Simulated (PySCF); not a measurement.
C2H6N2Si. Atoms are numbered in the order given.

```xyz
11

C      2.6001    -0.3041     0.0881
C      1.3857    -0.1313     0.1797
Si    -0.4520     0.0654     0.3438
N     -1.4348    -1.2366    -0.2477
N     -0.8111     1.4618    -0.6209
H      3.6685    -0.4563     0.0063
H     -0.7448     0.1007     1.8221
H     -1.3333    -1.5243    -1.2248
H     -1.5844    -2.0478     0.3570
H     -0.1118     2.2046    -0.6873
H     -1.7602     1.8430    -0.6127
```

Geometry: PBE-D3(BJ)/def2-SVP. This is a generated structure with no PubChem entry under its InChIKey; it may be hypothetical. Other conformers were not sampled.

Calculation: PBE/pcSseg-1 run with PySCF.

GIAO shieldings, no solvent; atoms listed in one row are averaged. δ = σ(ref) − σ: ¹³C against TMS (σ = 182.0 ppm); ²⁹Si against TMS (σ = 335.4 ppm); ¹⁵N against NH3 (σ = 267.0 ppm); ¹H against TMS (σ = 31.49 ppm), references at their B3LYP-D3(BJ)/def2-TZVP geometries, non-relativistic.

```json
[
 {"nucleus": "¹³C", "atoms": "C1", "count": "1", "δ (ppm)": "96.8"},
 {"nucleus": "¹³C", "atoms": "C2", "count": "1", "δ (ppm)": "93.3"},
 {"nucleus": "²⁹Si", "atoms": "Si3", "count": "1", "δ (ppm)": "-52.3"},
 {"nucleus": "¹⁵N", "atoms": "N4", "count": "1", "δ (ppm)": "38.3"},
 {"nucleus": "¹⁵N", "atoms": "N5", "count": "1", "δ (ppm)": "33.6"},
 {"nucleus": "¹H", "atoms": "H7", "count": "1", "δ (ppm)": "5.57"},
 {"nucleus": "¹H", "atoms": "H6", "count": "1", "δ (ppm)": "2.57"},
 {"nucleus": "¹H", "atoms": "H8", "count": "1", "δ (ppm)": "1.19"},
 {"nucleus": "¹H", "atoms": "H9", "count": "1", "δ (ppm)": "1.08"},
 {"nucleus": "¹H", "atoms": "H10", "count": "1", "δ (ppm)": "0.92"},
 {"nucleus": "¹H", "atoms": "H11", "count": "1", "δ (ppm)": "0.92"}
]
```
